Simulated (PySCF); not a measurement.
A geometry optimisation, step by step.

Compound: C3H5ClOSi.
Bonds: C1–C2, C2–C3 (double), C3–Cl4, C3–O5, O5–Si6, C2–Si6. Hydrogens: H7, H8, H9 on C1; H10, H11 on Si6.

Method: PBE0-D3(BJ)/def2-SVP geometry optimisation, gas phase (PySCF 2.14.0); density fitting, grid level 1; the optimiser is geomeTRIC in internal coordinates, started from a GFN2-xTB structure with every atom displaced at random (about 0.01 Å). 9 of its 11 geometries are shown. The frame can shift and turn from step to step; on so coarse a grid that alone can change the energy by a few meV, and forces under 0.02 eV/Å are noise.

Step 0: E = -25615.6435 eV, largest atomic force 2.561 eV/Å
```
atom  x, y, z in Å  |  force x, y, z in eV/Å
C1     -1.424   -0.833    0.208   -0.582   1.766  -0.458
C2     -0.181   -0.064    0.019   -0.078  -1.126   0.261
C3      0.029    1.213   -0.316    2.447  -0.722   0.221
Cl4    -0.933    2.529   -0.650   -0.783   0.737  -0.201
O5      1.407    1.420   -0.369   -0.239   1.852  -0.467
Si6     1.710   -0.193    0.047   -1.794   0.318   0.238
H7     -1.495   -1.638   -0.501   -0.180  -0.775  -0.516
H8     -1.490   -1.216    1.205   -0.127  -0.591   1.014
H9     -2.294   -0.140    0.061    0.371  -0.546   0.033
H10     2.373   -0.245    1.349    0.380  -0.292   0.330
H11     2.336   -0.859   -1.069    0.585  -0.621  -0.454
```

Step 1: E = -25615.8645 eV, largest atomic force 0.978 eV/Å
```
atom  x, y, z in Å  |  force x, y, z in eV/Å
C1     -1.493   -0.609    0.451   -0.044  -0.280   0.094
C2     -0.201    0.035    0.129    0.355   0.021  -0.096
C3      0.123    1.323   -0.134   -0.681   0.311  -0.629
Cl4    -0.910    2.706   -0.244    0.113  -0.184   0.221
O5      1.403    1.517   -0.510    0.361  -0.427   0.234
Si6     1.594   -0.225   -0.245    0.192   0.254   0.455
H7     -1.682   -1.460   -0.234   -0.051   0.156   0.146
H8     -1.529   -1.009    1.483    0.049   0.059  -0.169
H9     -2.318    0.110    0.345   -0.033   0.023  -0.027
H10     2.517   -0.486    0.899   -0.040   0.050  -0.025
H11     2.162   -0.921   -1.427   -0.221   0.017  -0.204
```

Step 2: E = -25615.8990 eV, largest atomic force 0.460 eV/Å
```
atom  x, y, z in Å  |  force x, y, z in eV/Å
C1     -1.487   -0.604    0.444   -0.005  -0.068   0.066
C2     -0.188    0.032    0.121   -0.098  -0.052  -0.064
C3      0.117    1.323   -0.151   -0.265  -0.041  -0.374
Cl4    -0.937    2.685   -0.233    0.217  -0.107   0.104
O5      1.415    1.506   -0.490    0.146   0.020   0.082
Si6     1.602   -0.227   -0.233    0.203   0.170   0.289
H7     -1.694   -1.457   -0.223   -0.018   0.017   0.007
H8     -1.521   -0.989    1.477    0.013   0.005  -0.013
H9     -2.308    0.122    0.331    0.007   0.001   0.005
H10     2.532   -0.485    0.902   -0.019   0.013   0.005
H11     2.139   -0.924   -1.432   -0.180   0.041  -0.106
```

Step 4: E = -25615.9237 eV, largest atomic force 0.114 eV/Å
```
atom  x, y, z in Å  |  force x, y, z in eV/Å
C1     -1.487   -0.610    0.441    0.017   0.051   0.023
C2     -0.191    0.031    0.111   -0.062   0.000  -0.087
C3      0.113    1.318   -0.184    0.060  -0.089   0.038
Cl4    -0.905    2.693   -0.249   -0.031   0.064  -0.014
O5      1.431    1.506   -0.465   -0.041   0.013  -0.035
Si6     1.608   -0.218   -0.207    0.092  -0.003   0.064
H7     -1.697   -1.469   -0.214    0.001  -0.020  -0.020
H8     -1.508   -0.981    1.478   -0.006  -0.018   0.020
H9     -2.311    0.110    0.326    0.005   0.001   0.014
H10     2.550   -0.482    0.914   -0.014  -0.019   0.006
H11     2.066   -0.916   -1.438   -0.021   0.020  -0.010
```

Step 5: E = -25615.9247 eV, largest atomic force 0.061 eV/Å
```
atom  x, y, z in Å  |  force x, y, z in eV/Å
C1     -1.487   -0.609    0.441    0.005  -0.018   0.034
C2     -0.192    0.031    0.108   -0.013   0.006  -0.059
C3      0.113    1.317   -0.187    0.033  -0.013   0.029
Cl4    -0.901    2.696   -0.257   -0.021   0.019  -0.011
O5      1.431    1.505   -0.466   -0.004  -0.003  -0.017
Si6     1.611   -0.218   -0.202    0.009  -0.001   0.036
H7     -1.699   -1.466   -0.219   -0.007   0.013   0.008
H8     -1.506   -0.985    1.477    0.001  -0.005  -0.016
H9     -2.311    0.113    0.333    0.000   0.004   0.003
H10     2.547   -0.488    0.922   -0.008  -0.008  -0.001
H11     2.062   -0.913   -1.437    0.005   0.007  -0.006
```

Step 6: E = -25615.9252 eV, largest atomic force 0.052 eV/Å
```
atom  x, y, z in Å  |  force x, y, z in eV/Å
C1     -1.488   -0.607    0.440    0.002  -0.022   0.032
C2     -0.193    0.032    0.106    0.029  -0.007  -0.042
C3      0.116    1.316   -0.190   -0.010   0.021   0.011
Cl4    -0.899    2.697   -0.265    0.003  -0.005  -0.006
O5      1.434    1.503   -0.467    0.001  -0.005   0.002
Si6     1.612   -0.219   -0.198   -0.036  -0.004   0.018
H7     -1.706   -1.460   -0.223   -0.007   0.018   0.007
H8     -1.503   -0.991    1.474    0.006   0.000  -0.019
H9     -2.311    0.118    0.341   -0.002   0.004   0.000
H10     2.542   -0.494    0.930    0.000  -0.001  -0.002
H11     2.064   -0.912   -1.434    0.014   0.000   0.000
```

Step 8: E = -25615.9260 eV, largest atomic force 0.061 eV/Å
```
atom  x, y, z in Å  |  force x, y, z in eV/Å
C1     -1.492   -0.601    0.438   -0.002   0.004   0.004
C2     -0.195    0.031    0.095    0.017  -0.017   0.005
C3      0.121    1.314   -0.199   -0.032   0.042  -0.030
Cl4    -0.890    2.698   -0.293    0.026  -0.031   0.011
O5      1.442    1.496   -0.465    0.006   0.005   0.018
Si6     1.612   -0.226   -0.187   -0.037  -0.002  -0.015
H7     -1.735   -1.433   -0.242   -0.002   0.002  -0.009
H8     -1.492   -1.010    1.461    0.003   0.000   0.002
H9     -2.306    0.137    0.372    0.000   0.001   0.003
H10     2.523   -0.508    0.954    0.009   0.008   0.001
H11     2.080   -0.915   -1.420    0.011  -0.012   0.011
```

Step 9: E = -25615.9263 eV, largest atomic force 0.038 eV/Å
```
atom  x, y, z in Å  |  force x, y, z in eV/Å
C1     -1.495   -0.596    0.435   -0.001   0.011  -0.011
C2     -0.196    0.030    0.090   -0.006  -0.006   0.020
C3      0.123    1.312   -0.204   -0.015   0.015  -0.032
Cl4    -0.884    2.697   -0.307    0.015  -0.015   0.015
O5      1.446    1.491   -0.463    0.003   0.006   0.009
Si6     1.612   -0.231   -0.181   -0.006   0.002  -0.015
H7     -1.752   -1.416   -0.255   -0.001  -0.005  -0.010
H8     -1.487   -1.021    1.452    0.000  -0.003   0.007
H9     -2.303    0.149    0.388    0.001   0.000   0.004
H10     2.515   -0.511    0.967    0.005   0.007   0.002
H11     2.091   -0.922   -1.408    0.003  -0.012   0.011
```

Step 10: E = -25615.9265 eV, largest atomic force 0.026 eV/Å
```
atom  x, y, z in Å  |  force x, y, z in eV/Å
C1     -1.498   -0.593    0.432    0.000   0.010  -0.018
C2     -0.197    0.029    0.086   -0.007   0.006   0.023
C3      0.126    1.311   -0.209   -0.002  -0.015  -0.021
Cl4    -0.878    2.697   -0.315    0.001   0.008   0.012
O5      1.450    1.487   -0.463   -0.005   0.000  -0.001
Si6     1.611   -0.235   -0.176    0.015   0.004  -0.007
H7     -1.766   -1.401   -0.266    0.001  -0.005  -0.006
H8     -1.485   -1.030    1.444   -0.002  -0.004   0.005
H9     -2.301    0.159    0.400    0.001   0.000   0.004
H10     2.510   -0.510    0.977   -0.001   0.004   0.003
H11     2.098   -0.932   -1.397   -0.002  -0.008   0.006
```

Q: Summarise the path.

A: The energy falls by 6.53 kcal/mol from step 0 to step 10; nine tenths of that is first reached at step 2. It falls at every step. The largest force goes from 2.561 to 0.026 eV/Å. Among the bonds O5–Si6 changes most, from 1.693 to 1.753 Å; the atoms move by 0.062 Å rms after alignment.

Q: Follow the three bonds and two angles with the largest change from start to end.

A: 
```json
{"step": "0", "E above end (kcal/mol)": "6.53", "largest force (eV/Å)": "2.561", "O5–Si6 (Å)": "1.693", "C3–Cl4 (Å)": "1.664", "C2–Si6 (Å)": "1.895", "H10–Si6–H11 (°)": "118.4", "C2–C3–Cl4 (°)": "135.7"}
{"step": "1", "E above end (kcal/mol)": "1.43", "largest force (eV/Å)": "0.978", "O5–Si6 (Å)": "1.773", "C3–Cl4 (Å)": "1.730", "C2–Si6 (Å)": "1.852", "H10–Si6–H11 (°)": "107.0", "C2–C3–Cl4 (°)": "129.0"}
{"step": "2", "E above end (kcal/mol)": "0.63", "largest force (eV/Å)": "0.460", "O5–Si6 (Å)": "1.762", "C3–Cl4 (Å)": "1.724", "C2–Si6 (Å)": "1.844", "H10–Si6–H11 (°)": "108.0", "C2–C3–Cl4 (°)": "128.7"}
{"step": "3", "E above end (kcal/mol)": "0.14", "largest force (eV/Å)": "0.230", "O5–Si6 (Å)": "1.753", "C3–Cl4 (Å)": "1.712", "C2–Si6 (Å)": "1.839", "H10–Si6–H11 (°)": "109.7", "C2–C3–Cl4 (°)": "129.7"}
{"step": "4", "E above end (kcal/mol)": "0.07", "largest force (eV/Å)": "0.114", "O5–Si6 (Å)": "1.752", "C3–Cl4 (Å)": "1.711", "C2–Si6 (Å)": "1.844", "H10–Si6–H11 (°)": "110.2", "C2–C3–Cl4 (°)": "129.6"}
{"step": "5", "E above end (kcal/mol)": "0.04", "largest force (eV/Å)": "0.061", "O5–Si6 (Å)": "1.752", "C3–Cl4 (Å)": "1.714", "C2–Si6 (Å)": "1.846", "H10–Si6–H11 (°)": "110.6", "C2–C3–Cl4 (°)": "129.8"}
{"step": "6", "E above end (kcal/mol)": "0.03", "largest force (eV/Å)": "0.052", "O5–Si6 (Å)": "1.752", "C3–Cl4 (Å)": "1.715", "C2–Si6 (Å)": "1.848", "H10–Si6–H11 (°)": "110.7", "C2–C3–Cl4 (°)": "129.7"}
{"step": "7", "E above end (kcal/mol)": "0.02", "largest force (eV/Å)": "0.056", "O5–Si6 (Å)": "1.752", "C3–Cl4 (Å)": "1.717", "C2–Si6 (Å)": "1.848", "H10–Si6–H11 (°)": "110.8", "C2–C3–Cl4 (°)": "129.8"}
{"step": "8", "E above end (kcal/mol)": "0.01", "largest force (eV/Å)": "0.061", "O5–Si6 (Å)": "1.752", "C3–Cl4 (Å)": "1.717", "C2–Si6 (Å)": "1.847", "H10–Si6–H11 (°)": "110.8", "C2–C3–Cl4 (°)": "129.7"}
{"step": "9", "E above end (kcal/mol)": "0.00", "largest force (eV/Å)": "0.038", "O5–Si6 (Å)": "1.752", "C3–Cl4 (Å)": "1.716", "C2–Si6 (Å)": "1.846", "H10–Si6–H11 (°)": "110.7", "C2–C3–Cl4 (°)": "129.7"}
{"step": "10", "E above end (kcal/mol)": "0.00", "largest force (eV/Å)": "0.026", "O5–Si6 (Å)": "1.753", "C3–Cl4 (Å)": "1.715", "C2–Si6 (Å)": "1.846", "H10–Si6–H11 (°)": "110.6", "C2–C3–Cl4 (°)": "129.7"}
```

The cost below is that of the whole optimisation. The run took 54 s of wall time on an Arm Neoverse V2 with one thread (shared host), and the process peaked at 0.51 GiB of memory.
